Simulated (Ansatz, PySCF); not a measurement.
BCl2, charge -1, multiplicity 1. Atoms are numbered in the order given.

```xyz
3

B      0.0000     0.0000     1.0173
Cl     0.0000     1.4915    -0.1496
Cl     0.0000    -1.4915    -0.1496
```
Charge -1, spin multiplicity 1.

Geometry optimised at PBE0-D3(BJ)/def2-TZVPD.

Estimates of the vertical detachment energy (IE) of the anion in eV. Rows of orbital energies are one-electron estimates, which approximate functionals can put far too low.

| level | IE |
|---|---|
| −ε(HOMO), −ε(LUMO), B3LYP/def2-TZVPD (PySCF) | 0.01 |
| −ε(HOMO), −ε(LUMO), PBE/def2-TZVPD (PySCF) | -0.79 |
| ADC(2)/aug-cc-pVDZ (PySCF) | 1.66 |
| ΔSCF, CAM-B3LYP/def2-TZVPD (Ansatz), final states of multiplicity 2 | 2.07 |
| ΔSCF, PBE/def2-TZVPD (Ansatz), final states of multiplicity 2 | ___ |

### Question
Complete the blanks. (The exact figures need the calculation; the answer reports its results.)

### Answer

- ΔSCF, PBE/def2-TZVPD (Ansatz, a quantum-chemistry and plane-wave program), final states of multiplicity 2, IE: 1.93

### Question
What vertical singlet–triplet gap does ΔSCF give with CAM-B3LYP/def2-TZVPD (Ansatz) and with PBE/def2-TZVPD (Ansatz)? (An estimate is asked for; the answer gives what the named calculation found.)

### Answer
1.24 and 1.19 eV (triplet above singlet where positive).

### Question
Beyond the first one, list the lowest photoelectron lines from ADC(2)/aug-cc-pVDZ (PySCF) with their pole strengths (two spins summed). (Estimate from the structure and the level; the computed values follow.)

### Answer
5.15 eV (1.77), 5.80 eV (1.77), 6.78 eV (1.73), 6.78 eV (1.76), 7.57 eV (1.74).
